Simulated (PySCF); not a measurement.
# State search for RbSr

Unrestricted PBE0; PySCF, scalar-relativistic core potentials, basis sets Rb def2-SVP with ECP28, Sr def2-SVP with ECP28. Outer shells of the fragments: Rb 5s1; Sr 5s2.

Followed along the bond (rough minima from three points):

```csv
2Ms+1,unpaired,⟨S²⟩ at the start,R at minimum (Å),Te (eV)
2,σ ↑,0.76,4.71,0.00
2,π ↑,0.81,3.98,0.70
2,δ ↑,0.82,4.11,1.41
4,"σ ↑↑, π ↑",3.75,4.40,1.53
```

Solutions found at the starting distance of 3.770 Å, counted from the lowest of them; the search is not exhaustive and high or unbound solutions are not listed, so other states can lie among these:

| 2Ms+1 | unpaired | term | E (eV) | ⟨S²⟩ | ⟨Lz²⟩ | μ (D) |
| --- | --- | --- | --- | --- | --- | --- |
| 2 | σ ↑ | ²Σ⁺ | 0.00 | 0.76 | 0.00 | -1.39 |
| 2 | π ↑ | ²Π | 0.47 | 0.81 | 1.04 | -4.58 |
| 2 | δ ↑ | ²Δ | 1.21 | 0.82 | 4.00 | -4.58 |
| 4 | σ ↑↑, π ↑ | ⁴Π | 1.41 | 3.75 | 1.02 | -1.89 |
| 2 | σ ↑↑, π ↓ | mixed | 1.84 | 1.75 | 1.03 | -1.20 |
| 4 | σ ↑, π ↑↑ | ⁴Σ⁻ | 1.84 | 3.75 | 0.00 | -2.53 |

A term symbol is given only where ⟨S²⟩ and ⟨Lz²⟩ are close to those of a pure state; real π, δ and φ orbitals otherwise mix terms. A positive dipole means Rb(−)Sr(+).

Question: Compare the gap between the two lowest followed solutions at the starting distance with the gap between their minima.

Answer: At PBE0 the second solution (doublet, unpaired electrons π ↑) lies +0.47 eV from the first (doublet, unpaired electrons σ ↑) at 3.770 Å and +0.70 eV at the minima; the two curves relax by different amounts, since their minima lie near 3.98 and 4.71 Å.

Spin–orbit coupling is left out. Counting both spins, an empty level lies below a filled one in some of these solutions, because spin and occupation are held.
